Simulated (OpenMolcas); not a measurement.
A run on Rh2+ among 6 point charges of -1.7 e arranged as a trigonal prism (D3h), 2.07 Å from the ion, with a polar angle of 56.5° against the regular 49.1°.

```
Program             : OpenMolcas 26.06
Method              : SS-CASPT2, IPEA 0.25 Eh, imaginary shift 0.1 Eh (closed shells correlated: 4s 4p)
Basis               : ANO-RCC-VDZP [6s5p3d1f]
Scalar Hamiltonian  : DKH2, point nucleus
Active space        : 7 electrons in 5 orbitals (4d)
State averaging     : 2S+1 = 4 even, 10 roots; 2S+1 = 2 even, 40 roots
Spin-orbit coupling : state interaction with AMFI integrals over the reference wave functions
```

First CASPT2 step and the start of its output:

```
&CASPT2
Multistate=10 1 2 3 4 5 6 7 8 9 10
NoMult
Frozen=14
IPEA=0.25
Imaginary=0.1
MaxIter=60
WThr=0.0 0.3 0.05
PrWF=0.5
NoMix
```

```
--- CASPT2 ---
Orbital specifications:
      -----------------------

      Symmetry species                           1
                                                 a
      Frozen orbitals                           14
      Inactive orbitals                          4
      Active orbitals                            5
      Secondary orbitals                        20
      Deleted orbitals                           0
      Number of basis functions                 43
Type of calculation                        SS-CASPT2
      Fock operator                              state-specific
      IPEA shift                                 0.25
      Real shift                                 0.00
      Imaginary shift                            0.10
      The input orbitals will be transformed to quasi-canonical
Reference energy:       -4784.8874686322
      E2 (Non-variational):      -0.3629396299
      Shift correction:          -0.0015137704
      E2 (Variational):          -0.3644534003
      Total energy:           -4785.2519220325
      Residual norm:              0.0000004579
      Reference weight:           0.88162
      Contributions to the CASPT2 correlation energy
      Active & Virtual Only:         -0.1609468792
      One Inactive Excited:          -0.1420278144
      Two Inactive Excited:          -0.0599649363
Reference energy:       -4784.8874686306
      E2 (Non-variational):      -0.3619971603
      Shift correction:          -0.0014701816
      E2 (Variational):          -0.3634673419
      Total energy:           -4785.2509359725
      Residual norm:              0.0000004032
      Reference weight:           0.88282
      Contributions to the CASPT2 correlation energy
      Active & Virtual Only:         -0.1604744538
...
```

Over all roots the printed reference weights run from 0.62 to 0.93, and roots that are degenerate in the reference spread by up to 220 cm-1.

Q: Did the run give usable levels, and if not, why?

A: No. The equations converged, but the reference weight falls to 0.62 for at least one root against 0.93 for the best. A drop of that size marks an intruder state, so the energies of such roots and the levels built on them can't be trusted.
